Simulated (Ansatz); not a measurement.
SnCl2(pyrrolidide)2 (C₈H₁₆Cl₂N₂Sn), relaxed as a singlet with RKS PBE-D4/def2-SVP in Ansatz, starting from the GFN2-xTB geometry. Force threshold 0.03 eV/Å.

In the def2 sets Sn takes a core potential; there is no spin–orbit coupling.

Start:

```xyz
29

Sn    0.7121    0.2889    0.7567
Cl    0.5567    1.2852    2.9242
Cl    3.0249    0.2176    0.2194
N    -0.2043    1.5426   -0.7395
C     0.3691    2.8620   -0.8779
C    -0.6038    3.5767   -1.8268
C    -1.9222    2.7952   -1.6748
C    -1.6207    1.7816   -0.5664
H     1.3813    2.7875   -1.2739
H     0.4053    3.3982    0.0809
H    -0.2393    3.5235   -2.8507
H    -0.7130    4.6247   -1.5540
H    -2.7599    3.4374   -1.4102
H    -2.1628    2.2716   -2.5985
H    -1.8481    2.2321    0.4098
H    -2.1721    0.8473   -0.6685
N    -0.2937   -1.6728    0.6905
C     0.2251   -2.5436   -0.3381
C     1.3823   -3.3471    0.2735
C     1.1642   -3.2172    1.7891
C    -0.1509   -2.4402    1.9018
H     0.5071   -1.9823   -1.2288
H    -0.6006   -3.2113   -0.6138
H     2.3388   -2.9148   -0.0175
H     1.3590   -4.3839   -0.0573
H     1.1064   -4.1818    2.2887
H     1.9699   -2.6402    2.2443
H    -1.0024   -3.1315    1.9317
H    -0.2084   -1.8053    2.7861
```

**Question.** Estimate the energy that the relaxation releases and the steps that it takes.

**Answer.** 38.6 kJ/mol, in 17 steps; 37 s on 2 threads of AMD EPYC 7R13 on a shared host and a share (18 GiB) of an NVIDIA H100 80GB HBM3. No frequencies were taken in this run, so the end may be a saddle point.

**Question.** Does the start keep its bonding?

**Answer.** By distances, no bond broke or formed. The bond that changes most is Sn1–N17, from 2.21 to 2.06 Å (atoms count from 1).

**Question.** Predict the relaxed structure.

**Answer.** 
Cartesian coordinates in Å:
```
Sn 0.6047 0.3666 1.0738
Cl 0.2713 1.0921 3.3222
Cl 2.9596 0.3842 0.6492
N -0.1932 1.5391 -0.3897
C 0.4241 2.8078 -0.7835
C -0.4350 3.2324 -1.9968
C -1.8122 2.5453 -1.7643
C -1.6406 1.7637 -0.4390
H 1.4973 2.6665 -1.0222
H 0.3530 3.5851 0.0181
H 0.0256 2.8713 -2.9367
H -0.5139 4.3350 -2.0676
H -2.6470 3.2704 -1.6973
H -2.0436 1.8481 -2.5930
H -2.0090 2.3848 0.4159
H -2.1901 0.8004 -0.4152
N -0.3096 -1.4712 0.9350
C -0.0035 -2.2137 -0.2993
C 1.2534 -3.0668 0.0054
C 1.2400 -3.2223 1.5537
C -0.0152 -2.4333 2.0079
H 0.1061 -1.5317 -1.1683
H -0.8755 -2.8758 -0.5171
H 2.1662 -2.5297 -0.3230
H 1.2311 -4.0398 -0.5241
H 1.1976 -4.2819 1.8770
H 2.1562 -2.7814 1.9970
H -0.8909 -3.1198 2.0948
H 0.0932 -1.9254 2.9872
```
Bond lengths: 6 × C–C 1.55 to 1.56 Å; 4 × C–N 1.46 to 1.47 Å; 2 × Cl–Sn 2.39 Å; 2 × N–Sn 2.04 to 2.06 Å; 16 × C–H 1.11 to 1.12 Å.
